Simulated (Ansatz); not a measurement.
A geometry relaxed with Ansatz (an electronic-structure program) with B3LYP-D3(BJ)/def2-SVP, charge 0, multiplicity 1:

```xyz
14

H      3.2117     0.4100     0.5623
C      2.4339    -0.1858     0.0582
H     -2.5387     1.5105    -0.7946
C     -0.6181    -0.4821    -0.4947
H      2.4987    -1.2192     0.4357
H     -3.3537    -0.7606    -0.9936
H     -0.5551    -1.5239    -0.1328
H      0.4415     0.5636     1.8379
H     -0.3943    -0.5099    -1.5761
Si     0.7197     0.5353     0.3693
Si    -2.3908     0.1214    -0.2680
H     -2.7575     0.1258     1.1791
H      0.6643     1.9430    -0.1309
H      2.6627    -0.2018    -1.0197
```

### Question
Write the SMILES of this molecule.

### Answer
`C[SiH2]C[SiH3]`
